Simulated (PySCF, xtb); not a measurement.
C3H3ClF2, SMILES C=C(Cl)C(F)F. The values are those of a single conformer.

Harmonic wavenumbers (cm⁻¹) from GFN2-xTB (xtb) at its own minimum, in rising order: 28, 194, 256, 304, 412, 509, 581, 689, 749, 895, 921, 1022, 1049, 1118, 1250, 1273, 1364, 1680, 2894, 3116, 3156.

Task: What does PBE0-D3(BJ)/def2-SVP run with PySCF give at its own minimum? (The exact figures need the calculation; the answer reports its results.)

Result: 70, 208, 303, 352, 444, 545, 640, 721, 798, 934, 960, 1132, 1177, 1211, 1378, 1395, 1422, 1741, 3089, 3193, 3307. Paired by order, the mean absolute difference is 74 cm⁻¹ and the zero-point energies are 33.5 and 35.8 kcal/mol.
